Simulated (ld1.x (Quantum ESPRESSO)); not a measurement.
# Building the TM potential for bismuth (LDA (PZ), scalar-relativistic).

ld1.x (Quantum ESPRESSO) 7.5 input, shortened:

```
&input
   title='Bi', zed=83., rel=1, dft='PZ', iswitch=3,
   config='[Xe] 4f14 5d10 6s2 6p3'
 /
 &inputp
   pseudotype=2, tm=.true., lloc=2,
   nlcc=.true., new_core_ps=.true.
 /
4
6S  1  0   2.00   0.00  1.55  1.55  0.0
6P  2  1   3.00   0.00  1.95  1.95  0.0
4F  4  3  14.00   0.00  0.80  0.80  0.0
5D  3  2  10.00   0.00  1.35  1.35  0.0
 &test
   configts(1)='4f14 5d10 6s2 6p3'
 /
```

Poles of the logarithmic derivatives, all-electron (AE) and pseudo (PS). s: poles at 2.0 (AE) and -5.8, 2.0 (PS) Ry. p: poles at -7.0, 4.6 (AE) and -1.5, 4.7 (PS) Ry. d: poles at -1.6 (AE) and -1.6 (PS) Ry. f: poles at 3.9 (AE) and 4.8 (PS) Ry. Test radius 2.14 bohr.

* Ghost test: ghost states, extra bound levels that the all-electron valence spectrum of the same l lacks: s at -79.7 eV, p at -21.4 eV (other channels not judged); a true bound ghost makes a file unfit for plane-wave use (spherical-Bessel basis up to 400 Ry, 20 bohr box)
* Configuration tests: 2 of 9 tests not solved or not reliable; not counted: 4f13 5d10 6s2 6p3 (solver errors, printed error -12450 eV)
